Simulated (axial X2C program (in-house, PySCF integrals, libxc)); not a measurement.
## Spin–orbit effects down a group: molecules with Li (ions), HF

Calculated with an in-house all-electron X2C program for linear molecules (integrals from PySCF), spin-free (one-electron X2C) or two-component (2c: spin–orbit coupling with atomic mean-field Coulomb and Gaunt terms, which also bring small scalar terms), in Dyall basis sets with cores contracted in-house; open shells are unrestricted.

Basis sets: Ba dyall-av3z, Ca dyall-acv3z, Li dyall-av3z, Sr dyall-acv3z.

```json
{"molecule": "LiCa⁻", "spin-free state": "M_S = 0, Λ = 0", "Re (Å)": "4.016", "ωe (cm⁻¹)": "114.4", "De (eV)": "0.27", "2c state": "Ω = 0", "Re 2c (Å)": "4.017", "ωe 2c (cm⁻¹)": "114.3", "De 2c (eV)": "0.26"}
{"molecule": "LiSr⁻", "spin-free state": "M_S = 0, Λ = 0", "Re (Å)": "4.181", "ωe (cm⁻¹)": "111.0", "De (eV)": "0.30", "2c state": "Ω = 0", "Re 2c (Å)": "4.181", "ωe 2c (cm⁻¹)": "110.9", "De 2c (eV)": "0.30"}
{"molecule": "LiBa⁻", "spin-free state": "M_S = 0, Λ = 0", "Re (Å)": "4.277", "ωe (cm⁻¹)": "121.0", "De (eV)": "n/a", "2c state": "Ω = 0", "Re 2c (Å)": "4.273", "ωe 2c (cm⁻¹)": "121.1", "De 2c (eV)": "n/a"}
```

(1) Work out the shifts from the spin-free to the two-component result.

Fragments in 2c: Ca + Li-, Sr + Li-, Ba- + Li. Each entry is the lowest single determinant of a limited PBE0 search at one distance. De goes to single-determinant-based atoms at the same level (for ions the charge split of lowest energy) and is withheld (n/a) where an atom does not fit its ground term or J level. Main or longest-lived isotopes. One determinant is a doubtful description, or other states lie close, for LiCa⁻, LiSr⁻, LiBa⁻; these need not be ground states, and all values refer to the states named.

## Answers

(1) 

```
molecule  2c state  ΔRe (Å)  Δωe (cm⁻¹)  ΔDe (eV)
   LiCa⁻     Ω = 0    0.001        -0.1     -0.01
   LiSr⁻     Ω = 0    0.000        -0.1      0.00
   LiBa⁻     Ω = 0   -0.004         0.1       n/a
```

Shifts of one unit in the last digit are rounding.
